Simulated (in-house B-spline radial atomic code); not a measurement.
A fraction x of an electron is removed from 3p in the argon ion Ar²⁺, starting from [Ne] 3s2 3p4 and keeping the highest spin. Computed with an all-electron radial atomic-structure program (B-spline basis): scalar-relativistic (X2C) LDA PW92, spin-polarised, spherical fractional occupations, Fermi nucleus of rms radius 3.4274 fm.

```tsv
x	E(x) - E(0) (eV)	3p down level (eV)
0	0.0000	-34.220
0.06	2.0766	-35.002
0.23	8.2160	-37.230
0.35	12.7787	-38.815
0.39	14.3419	-39.346
0.5	18.7504	-40.810
0.61	23.3203	-42.281
0.67	25.8813	-43.085
0.75	29.3711	-44.161
0.96	38.9422	-46.994
1	40.8328	-
```

The exact functional would give a straight line between the two integer points. Deviations E(x) - E(0) - x[E(1) - E(0)], in eV: -0.373 at x = 0.06, -1.176 at x = 0.23, -1.513 at x = 0.35, -1.583 at x = 0.39, -1.666 at x = 0.5, -1.588 at x = 0.61, -1.477 at x = 0.67, -1.254 at x = 0.75, -0.257 at x = 0.96.

The curve lies below the straight line by up to 1.666 eV (at x = 0.5): convex, the delocalisation error that favours fractional charges.

How well does Slater's transition state (minus the level at half occupation) give the ionisation energy?

It gives 40.810 eV against 40.833 eV from the two total energies; NIST lists 40.73 eV, ground level to ground level.
